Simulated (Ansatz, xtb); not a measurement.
**A geometry optimisation of CH3GeI with r2SCAN-D4/def2-SVP**

The starting geometry of this gas-phase singlet was built from a drawn formula by distance geometry and a force field; its bonds are those of `[CH][GeH2][I]`.

```
atom    x (Å)    y (Å)    z (Å)
   C  -4.6035  -0.9824   0.2276
  Ge  -2.6958  -0.6187   0.3959
   I  -1.3054  -2.5457  -0.3621
   H  -4.8469  -1.8796   0.8074
   H  -2.3272   0.6434  -0.4441
   H  -2.3796  -0.2868   1.9378
```

**Question.** Where would you expect an optimisation with r2SCAN-D4/def2-SVP to take it?

**Answer.** It rearranges to `[CH2]=[GeH][I]`. Contacts that open: Ge2–H6 (1.61 → 2.50 Å). Contacts that close: C1–H6 (2.89 → 1.09 Å).

The energy falls by 3.29 eV over 24 steps:

```json
{"step": "1", "E − E(last) (eV)": "3.293"}
{"step": "4", "E − E(last) (eV)": "3.127"}
{"step": "6", "E − E(last) (eV)": "3.118"}
{"step": "9", "E − E(last) (eV)": "3.104"}
{"step": "11", "E − E(last) (eV)": "2.867"}
{"step": "14", "E − E(last) (eV)": "1.574"}
{"step": "16", "E − E(last) (eV)": "0.979"}
{"step": "19", "E − E(last) (eV)": "0.250"}
{"step": "21", "E − E(last) (eV)": "0.016"}
{"step": "24", "E − E(last) (eV)": "0.000"}
```

Final geometry (Å):

```tsv
atom	x (Å)	y (Å)	z (Å)
C	-3.9255	-0.9468	1.0275
Ge	-2.4619	-0.7037	0.0627
I	-1.1889	-2.6224	-0.8889
H	-4.3180	-1.9440	1.2372
H	-1.8093	0.6238	-0.3032
H	-4.4550	-0.0768	1.4272
```

From the same start GFN2-xTB ends elsewhere, differing in C1–I3 (2.27 against 3.74 Å here), C1–H6 (3.23 against 1.09 Å here), Ge2–H6 (1.55 against 2.50 Å here).

The end wasn't checked by frequencies. Atoms past krypton carry core potentials, without spin–orbit terms. Run with Ansatz 0.2.0, 93 s on 1 thread of Arm Neoverse V1, with other jobs on the host.
